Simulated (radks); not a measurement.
Species: K XIII. Configuration: [He] 2s2 2p3 (the NIST ground configuration). All-electron calculation, non-relativistic Kohn-Sham, LDA (Slater exchange, Perdew-Wang correlation), spin-unpolarised, spherical densities, point nucleus. Program: a radial shooting solver on a logarithmic mesh with Libxc functionals.

Unscreened Slater integrals over Kohn-Sham orbitals (hartree).

| integral | value |
|---|---|
| F0(2p,2p) | 2.8738 |
| F2(2p,2p) | 1.3651 |
| F0(2p,2s) | 2.6393 |
| G1(2p,2s) | 1.5174 |
| F0(2p,1s) | 3.9214 |
| G1(2p,1s) | 0.67375 |
| F0(2s,2s) | 2.4889 |
| F0(2s,1s) | 3.4883 |
| G0(2s,1s) | 0.32491 |
| F0(1s,1s) | 11.535 |

Derived for the open shells (J is the average intra-shell exchange parameter used in DFT+U). 2p: J = F2/5 = 0.2730 hartree.
